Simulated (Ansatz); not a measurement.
Isolated molecules relaxed with PBE0-D4/def2-TZVP in Ansatz; ΔE leaves out vibrations. CCSD(T)/CBS adds triple-zeta CCSD(T) − MP2 to the extrapolated MP2 energy (def2 sets, frozen cores). This one scheme is used for every species. Functionals use def2-TZVPP. B3LYP here is the variant with VWN-RPA as its local correlation; programs differ in this. HSE06 is defined as in plane-wave codes. Triplets are unrestricted, without spin–orbit coupling. Elements past krypton have def2 core potentials. For In outer-core shells are correlated without core-valence functions, which leaves a few kJ/mol of doubt a bond. Each species was taken in one conformer, which may not be the lowest.

`C[CH2][In]([F])[F]` → `[CH3][In]([F])[F]` + `[CH2]` (triplet)  (formal loss of a carbene)

```tsv
level	ΔE (kcal/mol)	difference from CCSD(T)/CBS
LDA (SPW92)	118.6	17.2
PBE-D4	102.9	1.5
BLYP-D4	99.7	-1.7
r2SCAN-D4	95.6	-5.8
B97M-V	100.8	-0.6
PBE0-D4	100.5	-0.9
r2SCANh-D4	95.1	-6.3
r2SCAN0-D4	94.4	-7.0
BHLYP-D4	96.4	-5.0
CAM-B3LYP-D4	100.1	-1.3
ωB97X-V	103.3	1.9
ωB97M-V	101.2	-0.2
B2PLYP	98.8	-2.6
PBE-QIDH	99.9	-1.5
PBE	101.5	0.1
revPBE	95.6	-5.8
BLYP	96.7	-4.7
r2SCAN	95.2	-6.2
PBE0	99.3	-2.1
B3LYP	97.2	-4.2
r2SCANh	94.7	-6.7
r2SCAN0	94.0	-7.4
HSE06	99.5	-1.9
BHLYP	94.6	-6.8
CAM-B3LYP	98.9	-2.5
LC-ωPBE	97.9	-3.5
RPA@PBE/def2-TZVPP	97.1	-4.3
HF/def2-SVP	67.5	-33.9
CCSD/def2-SVP	95.5	-5.9
CCSD(T)/def2-SVP	97.6	-3.8
HF/def2-TZVPP	65.3	-36.1
MP2/def2-TZVPP	101.4	0.0
SCS-MP2/def2-TZVPP	101.7	0.3
CCSD/def2-TZVPP	95.6	-5.8
CCSD(T)/def2-TZVPP	98.3	-3.1
HF/def2-QZVPP	65.3	-36.1
MP2/def2-QZVPP	103.2	1.8
SCS-MP2/def2-QZVPP	103.7	2.3
MP2/CBS(def2)	104.5	3.1
CCSD/CBS(def2)	98.7	-2.7
CCSD(T)/CBS	101.4	0
```

Largest T1 diagnostic among the species: 0.016.

From BLYP to BHLYP (50 % exact exchange), in def2-TZVPP and without D4, ΔE moves by −2.1 kcal/mol. In def2-TZVPP, CCSD(T) changes the Hartree–Fock value by +33.0 kcal/mol (the triples alone add +2.7 kcal/mol) and MP2 by +36.1 kcal/mol.
